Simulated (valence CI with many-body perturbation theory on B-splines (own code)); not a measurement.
**Fe4+: calculated level list**

Method: relativistic CI+MBPT: four valence electrons over a frozen Dirac-Fock core [Ar], radial functions for each j: 7 s, 7 p, 8 d, 6 f, 4 g, 1 h, with the one-electron correlation potential Σ1 (screened to all orders), the two-electron term Σ2, the three-electron term Σ3, Breit, model QED; selected single and double excitations, second order for the rest, scaled by the run's own slope (own B-spline code, finite nucleus).

Against 30 measured levels this calculation errs by 388 cm⁻¹ on average and by 1713 at most. Only levels of the ground parity were solved; by the run's estimate the other parity begins above the list, which can be wrong where configurations are misplaced.

Levels 1 to 31 of 31, with energies above the lowest level, 3d4 5D_0. "Leading %" is the weight of the configuration and term that name the level; weights of strongly mixed levels are sums over their largest components and can fall short, so below about 35 % the name and the second component can differ from the true leading terms, or belong to a minority configuration. In the jj column 3d3/2^4 stands for four electrons in 3d with j = 3/2.

```
No.  Configuration  Term  J  E (eV)  Leading %  Second component              Leading jj      g
  1            3d4    5D  0  0.0000         99                    3d3/2^2 3d5/2^2 (67 %)       
  2            3d4    5D  1  0.0175         99                      3d3/2^3 3d5/2 (52 %)  1.501
  3            3d4    5D  2  0.0510         99                    3d3/2^2 3d5/2^2 (66 %)  1.500
  4            3d4    5D  3  0.0981        100                    3d3/2^2 3d5/2^2 (45 %)  1.500
  5            3d4    5D  4  0.1567         99                      3d3/2 3d5/2^3 (45 %)  1.500
  6            3d4    3H  4   2.950         98                    3d3/2^2 3d5/2^2 (40 %)  0.804
  7            3d4    3H  5   2.985         98                    3d3/2^2 3d5/2^2 (74 %)  1.035
  8            3d4    3H  6   3.022         99                      3d3/2 3d5/2^3 (54 %)  1.166
  9            3d4    3P  0   3.030         98                            3d3/2^4 (60 %)       
 10            3d4    3P  1   3.141         99                      3d3/2^3 3d5/2 (44 %)  1.499
 11            3d4    3F  2   3.297         99                    3d3/2^2 3d5/2^2 (52 %)  0.667
 12            3d4    3F  3   3.304         94        6 % 3d4 3G  3d3/2^2 3d5/2^2 (51 %)  1.064
 13            3d4    3F  4   3.319         93        5 % 3d4 3G    3d3/2^3 3d5/2 (33 %)  1.235
 14            3d4    3P  2   3.323         99                      3d3/2 3d5/2^3 (40 %)  1.498
 15            3d4    3G  3   3.621         94        6 % 3d4 3F    3d3/2 3d5/2^3 (44 %)  0.769
 16            3d4    3G  4   3.661         93        5 % 3d4 3F  3d3/2^2 3d5/2^2 (57 %)  1.058
 17            3d4    3G  5   3.693         98                      3d3/2 3d5/2^3 (74 %)  1.198
 18            3d4    1I  6   4.438         99                    3d3/2^2 3d5/2^2 (54 %)  1.000
 19            3d4    1G  4   4.480         98                    3d3/2^2 3d5/2^2 (33 %)  1.001
 20            3d4    3D  3   4.555         99                      3d3/2 3d5/2^3 (50 %)  1.333
 21            3d4    3D  2   4.571         98                    3d3/2^2 3d5/2^2 (35 %)  1.167
 22            3d4    3D  1   4.590         99                      3d3/2 3d5/2^3 (52 %)  0.500
 23            3d4    1S  0   5.001         98                      3d3/2 3d5/2^3 (48 %)       
 24            3d4    1D  2   5.742         98                    3d3/2^2 3d5/2^2 (34 %)  1.000
 25            3d4    1F  3   6.509         99                      3d3/2 3d5/2^3 (57 %)  1.000
 26            3d4    3F  4   7.708         99                    3d3/2^2 3d5/2^2 (71 %)  1.250
 27            3d4    3P  2   7.711         97                    3d3/2^2 3d5/2^2 (55 %)  1.482
 28            3d4    3F  2   7.717         97                    3d3/2^2 3d5/2^2 (62 %)  0.684
 29            3d4    3F  3   7.722         99                      3d3/2 3d5/2^3 (71 %)  1.083
 30            3d4    3P  1   7.839         99                      3d3/2 3d5/2^3 (83 %)  1.500
 31            3d4    3P  0   7.901         99                            3d5/2^4 (55 %)
```

The ionisation energy to 3d3 4F_3/2 of the next ion comes out as 74.52 eV (NIST: 75 ± 0.15 eV (semi-empirical), further off than twice its uncertainty). All 31 levels together are meant to be complete up to 8.224 eV.
